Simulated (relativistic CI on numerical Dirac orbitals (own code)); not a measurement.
# Mn⁴⁺ in a cubic cluster: 3s photoemission with charge transfer

Computed with a charge-transfer multiplet model of a cubic metal-ligand cluster with up to 2 ligand holes, Slater and spin-orbit integrals from Dirac-Coulomb-Breit ions, Slater integrals scaled by 0.8. The ground state mixes d3 with configurations of k ligand holes L, whose averages lie at kΔ + k(k − 1)U_dd/2; a core hole lowers each added d electron by U_cd. 20 K, Lorentzian 1.4 eV and Gaussian 0.8 eV FWHM.

Atomic integrals in eV (Slater integrals scaled, ζ unscaled), ground: F2dd 9.878, F4dd 6.215, zeta_d 0.050; with the core hole: F2dd 10.619, F4dd 6.712, zeta_d 0.058, G2cd 10.306.

Cluster parameters (eV): Δ = 2.7, U_cd = 7.9, 10Dq = 1.55, 10Dq(ligand) = 0.8, V(eg) = 3.55, V(t2g) = -1.66, final-state hopping factor = 1.

```csv
Case,n_d,d3,d4L,d5L2,S
U_dd = 6.6 eV,3.71,0.40,0.50,0.11,1.50
U_dd = 7.3 eV,3.70,0.40,0.50,0.10,1.50
U_dd = 8 eV,3.69,0.41,0.50,0.09,1.50
```

Weights, n_d and S are thermal averages at 20 K. Binding energies count from the first peak over 30 % of the highest in each spectrum, which can be another peak from case to case. The parameters are a model scan and need not match a compound or its usual spin state. Peaks in eV (height, largest 100):
- U_dd = 6.6 eV: 0.0 (100), 6.8 (31), 8.3 (32), 10.1 (37), 15.3 (10), 23.8 (7)
- U_dd = 7.3 eV: 0.0 (100), 7.0 (31), 8.4 (32), 10.2 (35), 15.5 (10), 23.9 (7)
- U_dd = 8 eV: 0.0 (100), 7.0 (32), 8.4 (33), 10.2 (34), 15.6 (10), 23.9 (7)

Curve for U_dd = 6.6 eV (points under 2 left out, the grid thinned):

E (eV), Intensity and a bar:
```
     -3.6        4.8 #
     -2.9        7.3 ##
     -2.3       11.3 ###
     -1.6       22.0 ######
     -0.9       51.9 ################
     -0.2       97.3 ##############################
      0.4       82.9 #########################
      1.1       37.3 ###########
      1.8       17.4 #####
      2.5       10.3 ###
      3.1        7.9 ##
      3.8        6.9 ##
      4.5        7.8 ##
      5.1       10.8 ###
      5.8       19.7 ######
      6.5       29.4 #########
      7.2       29.4 #########
      7.8       29.4 #########
      8.5       31.3 #########
      9.2       28.3 ########
      9.9       35.6 ###########
     10.5       33.3 ##########
     11.2       18.0 #####
     11.9       10.1 ###
     12.5        7.4 ##
     13.2        7.2 ##
     13.9        7.7 ##
     14.6        8.8 ##
     15.2        9.9 ##
     15.9        9.3 ##
     16.6        8.1 ##
     17.3        5.0 #
     17.9        3.2 
     18.6        2.4 
     19.3        2.5 
     19.9        2.8 
     20.6        3.0 
     21.3        2.9 
     22.0        3.0 
     22.6        4.1 #
     23.3        6.1 #
     24.0        6.6 #
     24.7        5.8 #
     25.3        4.1 #
     26.0        2.1
```

For the case U_dd = 6.6 eV, Δ = 2.7 eV is smaller than U_dd = 6.6 eV, the charge-transfer side of the Zaanen-Sawatzky-Allen scheme. With the core hole the average of the configuration with one ligand hole lies at Δ − U_cd = -5.2 eV before mixing: the effective hopping of about 7.1 eV (from the holes of the mixed ground state) is comparable with this gap or larger, so the configurations mix strongly.

With at most 2 ligand holes the space is cut while the next configuration still counts, so covalency is underestimated, and a final configuration with one more ligand hole, which can lie low, is missing from the spectra.

Without intra-shell correlation the exchange splitting of the 3s hole comes out too large.
